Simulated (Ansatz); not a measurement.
F2H2OSZr, SMILES `[OH][Zr]([F])([F])[SH]`. Charge 0, multiplicity 1. Zr takes the def2 core potential.

```xyz
7

O    -1.2128   -0.8704   -0.2620
Zr    0.4300   -0.2062    0.4161
F     0.3607    0.0275    2.3009
F     1.8657   -1.3954    0.0476
S     0.8520    1.9573   -0.6684
H    -1.9996   -1.3674   -0.4700
H    -0.2959    1.8546   -1.3643
```

Question: List the harmonic frequencies (cm⁻¹, unscaled) at PBE0-D4/def2-TZVP in Ansatz. (An estimate is asked.)

Answer: Computed: 71, 129, 134, 165, 169, 182, 210, 309, 378, 498, 666, 669, 749, 2697, 3990.

Question: Is this a minimum?

Answer: Yes, all 15 modes are real.

Question: Give the ideal-gas thermochemistry at 298.15 K and 1 bar (rigid rotor, harmonic oscillator; point group Cs, symmetry number 1).

Answer: Zero-point energy 65.9 kJ/mol; H(298) − E = 91.1 kJ/mol; entropy 388.6 J/(mol·K), of which translation 173.6, rotation 117.6, vibration 97.4; G(298) − E = -24.8 kJ/mol. Modes under 100 cm⁻¹ are hindered rotations or soft bends, so the harmonic entropy is rough.

Question: And at 400, 500, 600, 800 and 1000 K?

Answer: 
| T (K) | H − E (kJ/mol) | S (J/mol/K) | G − E (kJ/mol) |
| --- | --- | --- | --- |
| 400 | 103.6 | 424.5 | -66.3 |
| 500 | 116.4 | 453.3 | -110.2 |
| 600 | 129.7 | 477.5 | -156.8 |
| 800 | 157.1 | 516.8 | -256.4 |
| 1000 | 185.2 | 548.1 | -363.0 |

Question: Rotational constants (cm⁻¹)?

Answer: 0.09236, 0.05645, 0.0556.
